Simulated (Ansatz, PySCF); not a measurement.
Process, species as SMILES: CN(C)[SiH3] + 3 [H][H] (H2) → 2 C (CH4) + N (NH3) + [SiH4] (SiH4)
Structures are relaxed separately at B3LYP-D3(BJ)/def2-TZVP in Ansatz (a quantum-chemistry and plane-wave program).

Wanted: energy of full hydrogenation (enthalpy at 298 K, with B3LYP-D3(BJ) rigid-rotor harmonic-oscillator terms from PySCF), in kcal/mol. Correlated levels leave the core frozen unless marked. Spin-orbit coupling is left out. Non-relativistic. Basis-set limits of correlation are two-point, X^-3; Hartree-Fock from the larger set. The bracket is a focal-point correction in the basis named.

```csv
level,program,energy of full hydrogenation (kcal/mol),minus last row
HF/cc-pV(D+d)Z,Ansatz,-45.9,-12.2
HF/cc-pV(T+d)Z,Ansatz,-43.7,-10.0
HF/def2-TZVPD,PySCF,-43.6,-9.9
r2SCAN/def2-TZVPD,Ansatz,-33.8,-0.1
B97M-V/def2-TZVPD,Ansatz,-37.8,-4.1
PBE0-D3(BJ)/def2-TZVP,Ansatz + dftd3,-33.4,0.3
PBE0-D3(BJ)/def2-TZVPD,Ansatz + dftd3,-34.3,-0.6
PBE0-D4/def2-TZVPD,Ansatz + dftd4,-34.1,-0.4
TPSSh/def2-TZVPD,PySCF,-33.0,0.7
HSE06-D4/def2-TZVPD,Ansatz + dftd4,-34.2,-0.5
B2GP-PLYP-D4/def2-TZVPD,Ansatz + dftd4,-32.9,0.8
B2GP-PLYP/def2-TZVPD,Ansatz,-34.4,-0.7
B2PLYP-D4/def2-TZVPD,Ansatz + dftd4,-32.8,0.9
MP2/cc-pV(D+d)Z,Ansatz,-32.2,1.5
MP2/cc-pV(T+d)Z,Ansatz,-31.2,2.5
RI-MP2/aug-cc-pV(T+d)Z,Ansatz,-31.8,1.9
RI-MP2/cc-pV(T+d)Z,Ansatz,-31.3,2.4
CCSD/STO-3G,Ansatz,-17.7,16.0
CCSD/6-31G*,Ansatz,-27.6,6.1
CCSD(T) with core electrons (1s frozen past Ne)/cc-pwCVTZ,Ansatz,-33.5,0.2
"RI-MP2/CBS(cc-pV(T+d)Z,cc-pV(Q+d)Z)+[CCSD(T)-MP2]/cc-pV(T+d)Z",Ansatz,-33.7,0.0
```
